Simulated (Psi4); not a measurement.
stibine (H₃Sb), singlet, geometry from GFN2-xTB (all electrons, no relativity), with bond 4-1 at 1.3 times its length; PBE0/3-21G (Psi4 1.11).

Psi4 was given this input:
```
memory 2 GB

molecule mol {
0 1
Sb   -0.001272   -0.000203    0.055059
H    -0.864708   -1.029536   -0.960299
H    -0.429639    1.287814   -0.941691
H     1.767369   -0.322223   -1.194361
}

set {
  basis 3-21g
  reference rks
  scf_type pk
  damping_percentage 50
}

energy('pbe0')
print_variables()
```

The log (banner, timings and long lists left out):

```
   => Loading Basis Set <=

    Name: 3-21G
    Role: ORBITAL
    Keyword: BASIS

         ---------------------------------------------------------
                                   SCF
               by Justin Turney, Rob Parrish, Andy Simmonett
                          and Daniel G. A. Smith
                              RKS Reference
         ---------------------------------------------------------

  ==> Geometry <==

    Molecular point group: c1
    Full point group: C1

    Geometry (in Angstrom), charge = 0, multiplicity = 1:

       Center              X                  Y                   Z               Mass
    ------------   -----------------  -----------------  -----------------  -----------------
         SB          -0.003877832590     0.000515073054     0.026524017742   120.903812000000
         H           -0.867313832590    -1.028817926946    -0.988833982258     1.007825032230
         H           -0.432244832590     1.288532073054    -0.970225982258     1.007825032230
         H            1.764763167410    -0.321504926946    -1.222895982258     1.007825032230

  Running in c1 symmetry.

  Rotational constants: A =      2.97518  B =      2.22010  C =      2.20188 [cm^-1]
  Rotational constants: A =  89193.67641  B =  66556.97789  C =  66010.69929 [MHz]
  Nuclear repulsion =   44.990318475582704

  Charge       = 0
  Multiplicity = 1
  Electrons    = 54
  Nalpha       = 27
  Nbeta        = 27

  ==> Algorithm <==

  SCF Algorithm Type is PK.
  DIIS enabled.
  MOM disabled.
  Fractional occupation disabled.
  Guess Type is SAD.
  Energy threshold   = 1.00e-06
  Density threshold  = 1.00e-06
  Integral threshold = 1.00e-12

  ==> Primary Basis <==

  Basis Set: 3-21G
    Blend: 3-21G
    Number of shells: 19
    Number of basis functions: 39
    Number of Cartesian functions: 39
    Spherical Harmonics?: false
    Max angular momentum: 2

  ==> DFT Potential <==

   => LibXC <=

    Version 7.1.2
    S. Lehtola, C. Steigemann, M. J. T. Oliveira, and M. A. L. Marques,  SoftwareX 7, 1–5 (2018) (10.1016/j.softx.2017.11.002)

   => Composite Functional: PBE0 <=

    PBE0 Hyb-GGA Exchange-Correlation Functional

    C. Adamo and V. Barone,  J. Chem. Phys. 110, 6158 (1999) (10.1063/1.478522)
    M. Ernzerhof and G. E. Scuseria,  J. Chem. Phys. 110, 5029 (1999) (10.1063/1.478401)

    Deriv               =              1
    GGA                 =           TRUE
    Meta                =          FALSE

    Exchange Hybrid     =           TRUE
    MP2 Hybrid          =          FALSE

   => Exchange Functionals <=

    0.7500   Perdew, Burke & Ernzerhof

   => Exact (HF) Exchange <=

    0.2500               HF

   => Correlation Functionals <=

    1.0000   Perdew, Burke & Ernzerhof

   => LibXC Density Thresholds  <==

    XC_HYB_GGA_XC_PBEH:  1.00E-15

   => Molecular Quadrature <=

    Radial Scheme          =       TREUTLER
    Pruning Scheme         =           NONE
    Nuclear Scheme         =       TREUTLER

    Blocking Scheme        =         OCTREE
    BS radius alpha        =              1
    Pruning alpha          =              1
    Radial Points          =             75
    Spherical Points       =            302
    Total Points           =          86651
    Total Blocks           =            713
    Max Points             =            256
    Max Functions          =             39
    Weights Tolerance      =       1.00E-15

  ==> Integral Setup <==

  Using in-core PK algorithm.
   Calculation information:
      Number of atoms:                   4
      Number of AO shells:              19
      Number of primitives:             42
      Number of atomic orbitals:        39
      Number of basis functions:        39

      Integral cutoff                 1.00e-12
      Number of threads:                 1

  Performing in-core PK
  Using 609180 doubles for integral storage.
  We computed 18122 shell quartets total.
  Whereas there are 18145 unique shell quartets.

[...]
   @RKS iter  14: -6289.99594014343711   -2.68623e-02   2.64723e-05 DIIS/DAMP=50%
   @RKS iter  15: -6290.03049757053850   -3.45574e-02   2.19242e-05 DIIS/DAMP=50%
   @RKS iter  16: -6290.03626516087479   -5.76759e-03   3.92044e-05 DIIS/DAMP=50%
   @RKS iter  17: -6290.04928546787596   -1.30203e-02   2.95470e-05 DIIS/DAMP=50%
   @RKS iter  18: -6290.05401992619954   -4.73446e-03   2.14704e-05 DIIS/DAMP=50%
   @RKS iter  19: -6290.05380795884594    2.11967e-04   1.93909e-05 DIIS/DAMP=50%
   @RKS iter  20: -6290.05383630234064   -2.83435e-05   1.70546e-05 DIIS/DAMP=50%
   @RKS iter  21: -6290.05352476146254    3.11541e-04   1.56977e-05 DIIS/DAMP=50%
   @RKS iter  22: -6290.05336055514363    1.64206e-04   1.44213e-05 DIIS/DAMP=50%
   @RKS iter  23: -6290.05432517777081   -9.64623e-04   1.02002e-05 DIIS/DAMP=50%
   @RKS iter  24: -6290.05542667643931   -1.10150e-03   3.75202e-06 DIIS/DAMP=50%
   @RKS iter  25: -6290.05399229803425    1.43438e-03   2.98706e-06 DIIS/DAMP=50%
   @RKS iter  26: -6290.05349443620798    4.97862e-04   1.90270e-06 DIIS/DAMP=50%
   @RKS iter  27: -6290.05318017740774    3.14259e-04   1.14726e-06 DIIS/DAMP=50%
   @RKS iter  28: -6290.05289406684369    2.86111e-04   8.63384e-07 DIIS/DAMP=50%
   @RKS iter  29: -6290.05303793849635   -1.43872e-04   2.20404e-07 DIIS/DAMP=50%
   @RKS iter  30: -6290.05253886399896    4.99074e-04   3.86965e-07 DIIS/DAMP=50%
   @RKS iter  31: -6290.05273182788733   -1.92964e-04   2.08424e-07 DIIS/DAMP=50%
   @RKS iter  32: -6290.05257507453643    1.56753e-04   8.21345e-08 DIIS/DAMP=50%
   @RKS iter  33: -6290.05256636284957    8.71169e-06   1.25827e-07 DIIS/DAMP=50%
   @RKS iter  34: -6290.05255443138049    1.19315e-05   1.45592e-07 DIIS/DAMP=50%
   @RKS iter  35: -6290.05252617866063    2.82527e-05   9.19661e-08 DIIS/DAMP=50%
   @RKS iter  36: -6290.05252872742585   -2.54877e-06   8.28835e-08 DIIS/DAMP=50%
   @RKS iter  37: -6290.05252781962554    9.07800e-07   6.63310e-08 DIIS/DAMP=50%
  Energy and wave function converged.

  ==> Post-Iterations <==

   Electrons on quadrature grid:
      Ntotal   =   54.0000013803 ; deviation = 1.380e-06

    Orbital Energies [Eh]
    ---------------------

    Doubly Occupied:

[...]
    Virtual:

[...]
    Final Occupation by Irrep:
              A
    DOCC [    27 ]
    NA   [    27 ]
    NB   [    27 ]

  @RKS Final Energy: -6290.05252781962554

   => Energetics <=

    Nuclear Repulsion Energy =             44.9903184755827041
    One-Electron Energy =               -8757.0780849674047204
    Two-Electron Energy =                2547.6291712934867064
    DFT Exchange-Correlation Energy =    -125.5939326212890563
    Empirical Dispersion Energy =           0.0000000000000000
    VV10 Nonlocal Energy =                  0.0000000000000000
    Total Energy =                      -6290.0525278196246290

Computation Completed

Properties will be evaluated at   0.000000,   0.000000,   0.000000 [a0]

Properties computed using the SCF density matrix

 Multipole Moments:

 ------------------------------------------------------------------------------------
     Multipole            Electronic (a.u.)      Nuclear  (a.u.)        Total (a.u.)
 ------------------------------------------------------------------------------------

 L = 1.  Multiply by 2.5417464519 to convert [e a0] to [Debye]
 Dipole X            :         -0.8239705            0.5053790           -0.3185915
 Dipole Y            :          0.1265789           -0.0671270            0.0594520
 Dipole Z            :          3.5018821           -3.4567457            0.0451365
 Magnitude           :                                                    0.3272192

 ------------------------------------------------------------------------------------

  Variable Map:
  ----------------------------------------------------------------------------
[...]
  Array Variable Map:
  ----------------------------------------------------------------------------
[...]
[...]
```
